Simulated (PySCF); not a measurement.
Cost of excited-state runs on `[H][As@OH14+]([H])(C)[Al@H-]([CH3])[CH2]C`, C4H14AlAs

Bonds: C1-C2, C2-Al3, Al3-C4, Al3-As5, As5-C6. C1 carries H7, H8, H9; C2 carries H10, H11; Al3 carries H12; C4 carries H13, H14, H15; As5 carries H16, H17; C6 carries H18, H19, H20.

PySCF with density fitting, on 1 thread of an Arm Neoverse V2, shared host. Command: `OMP_NUM_THREADS=1 python excited_run.py task.json out`

Question: How long does each of these runs take, and how much memory?
- circular dichroism and optical rotation, LC-wPBE/pcseg-1; 12 states; Tamm-Dancoff
- circular dichroism and optical rotation, LC-wPBE/def2-SVPD; 12 states
- circular dichroism and optical rotation, OPBE/def2-SVPD; 20 states; core frozen

Answer: 
| run | level | basis functions | wall time | peak memory (GiB) |
| --- | --- | --- | --- | --- |
| circular dichroism and optical rotation | LC-wPBE/pcseg-1 | 171 | 39 s | 0.87 |
| circular dichroism and optical rotation | LC-wPBE/def2-SVPD | 254 | 2.1 min | 1.2 |
| circular dichroism and optical rotation | OPBE/def2-SVPD | 254 | 73 s | 1.1 |

Times from a shared host are rough.
